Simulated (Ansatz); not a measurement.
Cl4Te, singlet, geometry from GFN2-xTB (all electrons, no relativity); Ansatz (an electronic-structure program) with B3LYP/STO-3G.

The Ansatz input:
Ansatz 0.2 input:
```yaml
crystal:
  periodic: [false, false, false]
  atoms:
    - {symbol: Te, position_ang: [-0.00534842, 0.01223355, 0.48327654]}
    - {symbol: Cl, position_ang: [1.16596908, -1.49075955, -0.82644836]}
    - {symbol: Cl, position_ang: [1.90421897, 1.50336856, 0.12041395]}
    - {symbol: Cl, position_ang: [-1.14657041, 1.44638856, -0.92639152]}
    - {symbol: Cl, position_ang: [-1.90725777, -1.49641785, 0.15416827]}
basis:
  gaussian:
    orbitals: STO-3G
hamiltonian:
  xc: b3lyp
accuracy: high
```

The log (banner, timings and long lists left out):

```
Functional definition: B3LYP
1112 factors; integrals over basis functions are off by at most 8.0e-9 eV
mean field evaluation 1: about -227753.6800 eV, gradient 2.8e1 eV
mean field evaluation 2: about -227753.0471 eV, gradient 3.1e1 eV
mean field evaluation 4: about -227758.8723 eV, gradient 1.1e0 eV
mean field evaluation 8: about -227758.9159 eV, gradient 1.0e-3 eV
mean field evaluation 16: about -227758.9159 eV, gradient 4.2e-8 eV
mean field -227758.91591020 eV, -8369.9857791617 hartree, gradient 1.2e-8 eV, S^2 0.000000; 0 other end points of the search recorded, 0 dependent functions left out
reference -227758.91594482 eV, -8369.9857804341 hartree; 60, 60 occupied and 3, 3 virtual orbitals, 1112 factors
Total energy: -227758.91594482 eV, -8369.9857804341 hartree
```
